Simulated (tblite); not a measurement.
A tight-binding relaxation on `CC(=O)O[C@H]1OC[CH2][GeH2]1`.

Computed with GFN2-xTB geometry optimisation, gas phase (tblite 0.8.0). Start geometry: from a force field or distance geometry. A driver script takes a list of jobs; this job's settings line and coordinates (Å) are shown.

Command:
```bash
OMP_NUM_THREADS=1 python probes_run.py task.json out
```

Input:
```
{"job": {"kind": "relax", "xc": "GFN2-xTB", "basis": "xTB"}, "charge": 0, "multiplicity": 1}
C      3.401500    -0.440300     0.492600
C      2.207000     0.240000    -0.120300
O      2.368300     1.244400    -0.860700
O      0.920000    -0.206700     0.116500
C     -0.133700     0.486300    -0.483500
O     -0.943100    -0.325300    -1.282000
C     -1.711600    -1.113000    -0.447900
C     -2.794000    -0.190000     0.133700
Ge    -1.477500     1.139000     0.756400
H      4.253600    -0.343600    -0.215500
H      3.692200     0.046800     1.437700
H      3.260600    -1.535200     0.619200
H      0.189200     1.335200    -1.093700
H     -1.114400    -1.543700     0.388600
H     -2.246600    -1.860700    -1.050500
H     -3.339900    -0.638600     0.974400
H     -3.414700     0.224400    -0.683500
H     -1.136000     0.928000     2.224200
H     -1.990700     2.562400     0.426700
```

Output:
```
step      E/eV     max force
  0    -813.56354    3.899
  1    -813.80580    4.351
  2    -813.98547    0.744
  3    -814.05213    0.751
  4    -814.12030    0.600
  5    -814.15017    0.476
  6    -814.19430    0.411
  7    -814.21954    0.327
  8    -814.24164    0.296
  9    -814.25750    0.265
... (96 lines left out)
106    -814.38685    0.049
107    -814.38694    0.020
108    -814.38703    0.018
109    -814.38712    0.025
110    -814.38720    0.017
111    -814.38724    0.013
112    -814.38726    0.014
113    -814.38729    0.016
114    -814.38731    0.013
115    -814.38733    0.007
```

«max force» is the largest atomic force in eV/Å.

Q: From which step on does the largest force stay under 0.1 eV/Å, and how much energy is left to gain from there?

A: From step 103 (0.037 eV/Å), 1.0 meV above the end.

Summary of the converged run: energy lowered by 19.0 kcal/mol over 115 steps; largest atomic force 0.007 eV/Å at the end.

Q: Where do the atoms end?

A: 0.424 Å rms from the input after alignment:
```
atom  x, y, z in Å
C1     3.1105   -0.5283    0.5677
C2     2.1369    0.1702   -0.3447
O3     2.3977    0.6384   -1.4157
O4     0.9170    0.2262    0.2237
C5    -0.1497    0.8019   -0.5394
O6    -0.7695   -0.1437   -1.3392
C7    -1.5230   -1.0661   -0.5691
C8    -2.5370   -0.3298    0.3136
Ge9   -1.5229    1.2936    0.8304
H10    4.0891   -0.5601    0.0993
H11    3.1659    0.0054    1.5133
H12    2.7603   -1.5383    0.7668
H13    0.2546    1.5627   -1.2088
H14   -0.8440   -1.6605    0.0547
H15   -2.0060   -1.7237   -1.2930
H16   -2.8567   -0.9582    1.1413
H17   -3.4151   -0.0588   -0.2724
H18   -0.9580    1.2990    2.2220
H19   -2.2601    2.5795    0.5818
```

The run took 1.6 s of wall time on one thread, Arm Neoverse N1 (aarch64), no GPU, on a shared host.
Labels such as C1 count atoms from 1, the log's own numbers from 0.
